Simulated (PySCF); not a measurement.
Excitation energy of Al by level of theory

Al [Ne] 3s2 3p1 (2P) → Al [Ne] 3s1 3p2 (4P), as a difference of total energies. Computed with PySCF 2.14 in aug-cc-pCVTZ-DK (8s7p5d3f, 75 functions), with scalar relativity by spin-free X2C-1e. Correlated levels: valence: [Ne] frozen. The calculations carry no spin-orbit coupling.

```csv
method,excitation energy (eV)
UHF,2.437
MP2 (valence),3.175
SCS-MP2 (valence),3.479
CCSD (valence),3.439
CCSD(T) (valence),3.467
```

**Question.** How much does correlation contribute at CCSD(T) (valence)?

**Answer.** 3.467 − (2.437) = 1.030 eV, measured against UHF.

Errors of the correlated levels include the incompleteness of this basis and the frozen core.

For comparison: 3.598 eV (measured; NIST levels, between the centres of gravity of the two terms).
